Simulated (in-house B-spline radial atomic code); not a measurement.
Configurations of Ir7+, with energies counted from [Xe] 4f14 5d2. Computed with an all-electron radial atomic-structure program (B-spline basis): Dirac-Hartree-Fock, average of configuration, Fermi nucleus of rms radius 5.4032 fm. Energies include first-order Breit, QED and recoil terms.

Occupations are held fixed; configurations that lie above the ionisation limit could autoionise.

```json
{"configuration": "[Xe] 4f14 5d1 7p1", "E - E(ref) (eV)": "61.517", "highest orbital": "7p3/2", "its <r> (bohr)": "3.889"}
{"configuration": "[Xe] 4f14 5d1 8g1", "E - E(ref) (eV)": "89.665", "highest orbital": "8g7/2", "its <r> (bohr)": "10.52"}
{"configuration": "[Kr] 4d10 4f14 5s2 5p5 5d2 7g1", "E - E(ref) (eV)": "143.1", "highest orbital": "7g7/2", "its <r> (bohr)": "7.724"}
{"configuration": "[Xe] 4f13 5d2 9s1", "E - E(ref) (eV)": "154.43", "highest orbital": "9s1/2", "its <r> (bohr)": "7.403"}
{"configuration": "[Xe] 4f13 5d2 9g1", "E - E(ref) (eV)": "165.66", "highest orbital": "9g7/2", "its <r> (bohr)": "13.64"}
```

(1) Order these further configurations by energy, lowest first.
A. [Xe] 4f13 5d2 8p1
B. [Kr] 4d10 4f14 5s2 5p5 5d2 6g1
C. [Xe] 4f14 5d1 6f1
D. [Xe] 4f14 5d1 8s1
E. [Kr] 4d10 4f14 5s2 5p5 5d2 8f1

(2) How far above the reference does [Xe] 4f13 5d3 lie?

## Answers

(1) C (67.852 eV), D (72.23 eV), B (136.58 eV), E (143.1 eV), A (148.35 eV).

(2) 70.23 eV; its least bound orbital is 5d5/2 with <r> = 1.326 bohr.
